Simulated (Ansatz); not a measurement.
C2H9NOSi can be A, `CN(C)[SiH2]O`, or B, `OCCN[SiH3]`.

Calculated with Ansatz (gas phase, PBE0-D4/def2-TZVP geometries, no zero-point term in ΔE). CCSD(T)/CBS adds triple-zeta CCSD(T) − MP2 to the extrapolated MP2 energy (def2 sets, frozen cores). DFT in def2-TZVPP. B3LYP here is the variant with VWN-RPA as its local correlation; programs differ in this. Each species was taken in one conformer, which may not be the lowest.

A:

Z-matrix (Å, degrees):
```
C
N 1 1.443
H 1 1.092 2 110.5
H 1 1.099 2 112.2 3 120.3
H 1 1.098 2 110.8 3 -119.4
C 2 1.441 1 113.8 3 177.2
Si 2 1.707 1 121.6 3 -14.6
H 6 1.100 2 112.3 1 61.5
H 6 1.092 2 110.5 1 -177.8
H 6 1.098 2 110.8 1 -58.5
O 7 1.652 2 117.3 1 -73.1
H 7 1.487 2 105.3 1 164.8
H 7 1.480 2 108.5 1 42.4
H 11 0.958 7 117.7 2 -68.5
```

B:

Z-matrix (Å, degrees):
```
C
C 1 1.514
O 1 1.415 2 111.7
H 1 1.092 2 109.6 3 116.9
H 1 1.098 2 110.0 3 -124.1
N 2 1.443 1 110.7 3 -58.3
H 2 1.104 1 108.7 3 65.8
H 2 1.096 1 108.8 3 -178.7
H 3 0.961 1 108.3 2 -69.1
Si 6 1.713 2 124.2 1 -161.4
H 6 1.010 2 111.9 1 43.2
H 10 1.489 6 108.8 2 54.2
H 10 1.496 6 115.1 2 -65.2
H 10 1.485 6 107.6 2 174.2
```

Problem. Which is lower in electronic energy at CCSD(T)/CBS, and by how much? (Best estimate.)

Solution. Computed: A, by 157.3 kJ/mol.

Problem. Give E(B) − E(A) in kJ/mol with MP2/def2-TZVPP, HF/def2-TZVPP, B3LYP-D4, PBE0-D4, PBE-D4, CCSD(T)/def2-SVP, LDA (SPW92). (Estimate.)

Solution. Ansatz gave: MP2/def2-TZVPP 163.6, HF/def2-TZVPP 153.0, B3LYP-D4 156.1, PBE0-D4 150.0, PBE-D4 148.0, CCSD(T)/def2-SVP 134.2, LDA (SPW92) 147.7. None reverses the order clearly.

Problem. Does the order hold for the free energy at 298.15 K (harmonic terms from PBE0-D4)? (Best estimate.)

Solution. Ansatz gave: Yes: G(B) − G(A) = +154.2 kJ/mol, for one conformer each. Modes under 60 cm⁻¹, often nearly free rotors, make the harmonic entropy too high.

Largest T1 diagnostic: 0.011.

At CCSD(T), def2-SVP lies −23.1 kJ/mol from the extrapolated value and def2-TZVPP −1.9 kJ/mol. Leaving LDA and LC-ωPBE aside and taking each functional with its dispersion term where it has one, the values, not all of them listed here, spread over 11.2 kJ/mol, from revPBE-D4 to BHLYP-D4.
